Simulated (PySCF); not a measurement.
**Assigning NMR signals**

Molfile (atoms numbered from 1):
```
C4H8ClFSi2
     RDKit          3D

 16 15  0  0  0  0  0  0  0  0999 V2000
   -3.2725   -0.5607    0.8905 C   0  0  0  0  0  0  0  0  0  0  0  0
   -2.3502   -0.6206   -0.0584 C   0  0  0  0  0  0  0  0  0  0  0  0
   -1.1986    0.7924   -0.5323 Si  0  0  2  0  0  4  0  0  0  0  0  0
   -1.0726    0.9013   -2.5511 Cl  0  0  0  0  0  0  0  0  0  0  0  0
    0.5525    0.4101    0.1072 C   0  0  0  0  0  0  0  0  0  0  0  0
    0.6141    0.3814    1.4715 F   0  0  0  0  0  0  0  0  0  0  0  0
    1.6614    0.1686   -0.5817 C   0  0  0  0  0  0  0  0  0  0  0  0
    3.3594   -0.2127    0.1466 Si  0  0  0  0  0  4  0  0  0  0  0  0
   -3.9029   -1.4012    1.1361 H   0  0  0  0  0  0  0  0  0  0  0  0
   -3.4366    0.3337    1.4686 H   0  0  0  0  0  0  0  0  0  0  0  0
   -2.2326   -1.5521   -0.6025 H   0  0  0  0  0  0  0  0  0  0  0  0
   -1.6460    2.0800   -0.0054 H   0  0  0  0  0  0  0  0  0  0  0  0
    1.5625    0.2049   -1.6569 H   0  0  0  0  0  0  0  0  0  0  0  0
    3.9057   -1.3455   -0.6067 H   0  0  0  0  0  0  0  0  0  0  0  0
    3.2463   -0.5418    1.5634 H   0  0  0  0  0  0  0  0  0  0  0  0
    4.2026    0.9711   -0.0460 H   0  0  0  0  0  0  0  0  0  0  0  0
  1  2  2  0
  2  3  1  0
  3  4  1  0
  3  5  1  0
  5  6  1  0
  5  7  2  0
  7  8  1  0
  1  9  1  0
  1 10  1  0
  2 11  1  0
  3 12  1  1
  7 13  1  0
  8 14  1  0
  8 15  1  0
  8 16  1  0
M  END
```

[PySCF: geometry from GFN2-xTB; shieldings: GIAO PBE0/pcSseg-1; no solvent; one conformer; relativity neglected; averaged over atoms made equivalent by symmetry, fast rotation or ring inversion]

Scale: TMS for 13C (σ = 186.93 ppm) and 1H (σ = 31.72 ppm) (reference shieldings calculated alike).

Task: Assign these signals to the numbered atoms. 13C{1H} NMR (computed): δ 186.6 (C), 145.4 (CH2), 142.0 (CH), 120.0 (CH).

Result: 
| δ (ppm) | atoms | environment | reason |
| --- | --- | --- | --- |
| 186.6 | C5 | fully substituted alkene carbon | – |
| 145.4 | C1 | terminal =CH2 carbon | the olefinic region |
| 142.0 | C2 | alkene CH | an sp2 carbon of a C=C bond |
| 120.0 | C7 | alkene CH | – |

Task: Assign these signals to the numbered atoms. 1H NMR (500 MHz, computed): δ 6.61 (m, 1H), 6.34 (m, 1H), 6.32 (m, 1H), 6.02 (m, 1H), 5.31 (m, 1H), 4.24 (d, 3H).

Result: 
6.61 → H9, hydrogen on a terminal =CH2 carbon: a vinylic proton, deshielded by the sp2 carbon and the C=C anisotropy
6.34 → H11, hydrogen on an alkene CH: olefinic region
6.32 → H10, hydrogen on a terminal =CH2 carbon: a vinylic proton, deshielded by the sp2 carbon and the C=C anisotropy
6.02 → H13, hydrogen on an alkene CH: olefinic region
5.31 → H12, hydrogen on a silicon bonded to 2 C, Cl
4.24 → H14/H15/H16, hydrogen on a silicon bonded to C

H11 and H10 lie closer than the usual error of such a calculation, so a measured spectrum could show them in the other order.

Splittings by 19F in the carbon and heteronuclear signals aren't shown, as no couplings were computed. Shifts are as computed. Against solution values, carbons near 30 ppm lie about +3 ppm off and those near 130 ppm about +5 ppm. Of 1309 compounds with measured shifts, 239 miss one by over three times the rms of a fit or turn the order of signals round; such compounds aren't used in these exercises. Multiplicities follow the n + 1 count of equivalent neighbours, as no J values were calculated; m marks all less simple cases, F and P coupling included.
